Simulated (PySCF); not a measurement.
## Two-component Hartree-Fock for Ba⁵¹⁺ (barium, charge +51)

Start: [He] 2s2 2p1; 2p1/2 filled at m_j = +1/2. Calculated with PySCF 2.14 in an even-tempered Gaussian basis (17 s from 31 bohr⁻², ratio 2.4; 12 p from 40 bohr⁻², ratio 2.4; 5 d from 130 bohr⁻², ratio 2.6; 4 f from 190 bohr⁻², ratio 2.6): generalised Hartree-Fock with the X2C-1e Hamiltonian and a Gaussian nucleus; one run each with spin-orbit coupling (SO) switched off, then screened by Boettger's factors.

```tsv
spinor shell	electrons	ε, spin-free (eV)	ε, screened SO (eV)	weight of nominal j (screened SO)	rms radius, screened SO (bohr)
1s1/2	2	-42569.4	-42556.1	1.000	0.0290
2s1/2	2	-10159.8	-10155.7	1.000	0.113
2p1/2	1	-9735.9	-10032.9	1.000	0.0957
```

| quantity | spin-free | screened SO |
| --- | --- | --- |
| E (hartree) | -4370.36026 | -4381.27453 |
| M_J | 1/2 | 1/2 |
| ⟨J²⟩ | 1.110 | 0.750 |
| ⟨L²⟩ | 2.000 | 2.000 |
| ⟨S²⟩ | 0.750 | 0.750 |

Each row is a mean over spinors that exchange with the open shell spreads, by up to 15.208 eV (2s1/2).

Breit and QED terms are absent; they matter most for the inner s and p1/2 levels.

Densities and radii are taken from the X2C orbitals without a picture-change correction, which distorts them close to the nucleus.

Without spin-orbit coupling the j labels of p, d and f shells carry no meaning; the spin-free column gives the mean over the occupied spinors of each nl shell, and its ⟨J²⟩ belongs to a mixture of degenerate components.
